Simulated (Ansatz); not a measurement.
Ansatz (a program for electronic structure) input (HF/def2-TZVPP):

Ansatz 0.2 input:
```yaml
crystal:
  periodic: [false, false, false]
  atoms:
    - {symbol: F, position_ang: [0.00000000, 0.00000000, 0.00000000]}
basis:
  gaussian:
    orbitals: def2-TZVPP
hamiltonian:
  xc: {name: HF}
magnetization: {spin_polarized: true, initial_magnetization: 1}
accuracy: high
scf: {lower_state_search: full}
```

Output:

```
Functional definition: HF
integrals: 0.01 GiB planned
309 factors; integrals over basis functions are off by at most 2.5e-9 eV
mean field: 0.05 GiB planned
mean field evaluation 1: about -2704.9206 eV, gradient 9.0e0 eV
mean field evaluation 2: about -2704.9208 eV, gradient 9.0e0 eV
mean field evaluation 4: about -2705.1292 eV, gradient 9.4e-1 eV
mean field evaluation 8: about -2705.1328 eV, gradient 9.6e-4 eV
mean field evaluation 16: about -2705.1325 eV, gradient 2.0e-1 eV
mean field evaluation 32: about -2704.8752 eV, gradient 9.5e0 eV
mean field -2705.13284640 eV, -99.4117985004 hartree, gradient 2.0e-8 eV, S^2 0.753678; 2 other end points of the search recorded, 0 dependent functions left out
reference -2705.13284640 eV, -99.4117985004 hartree; 5, 4 occupied and 26, 27 virtual orbitals, 309 factors
Total energy: -2705.13284640 eV, -99.4117985004 hartree
```
